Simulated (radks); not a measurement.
Results of a calculation; reference values are marked as such.
The molybdenum ion Mo2+ inside a hard spherical wall (all orbitals vanish at R), configuration held at [Kr] 4d4 and not refilled when levels cross. Code: a radial shooting solver on a logarithmic mesh with Libxc functionals. Model: scalar-relativistic Kohn-Sham, PBE, spin-unpolarised, spherical densities, point nucleus. Eigenvalues in eV, with the zero of energy where the potential of the charges vanishes at infinity; a dash marks a level that is unbound or too diffuse for the functional's potential to be trusted. A positive occupied level is held by the wall or, in an anion where self-interaction has pushed it up, behind a barrier. The pressure on the wall is -dE/dV.

R (bohr)  E (hartree)  kinetic (hartree)    e(3d)    e(4s)    e(4p)    e(4d)  e(5s, empty)  e(5p, empty)  pressure (GPa)
free      -4047.79797           4173.695  -239.60  -82.754  -56.751  -20.827       -17.703       -12.688               0
20        -4047.79797           4173.695  -239.60  -82.754  -56.751  -20.827       -17.703       -12.688        < 0.0001
6         -4047.79623           4173.713  -239.49  -82.663  -56.664  -20.744       -17.419       -11.889           0.223
3.5       -4047.59007           4174.897  -235.41  -79.362  -53.521  -17.026        -6.523         3.969            78.2
3         -4047.21968           4176.789  -231.03  -76.126  -50.311  -12.735         6.036        19.678             322
2.5       -4046.00257           4182.628  -220.99  -68.968  -42.738   -2.514        35.575        54.007            1620
2         -4041.35933           4202.117  -196.73  -50.100  -21.645   24.665        112.15        137.25           10200
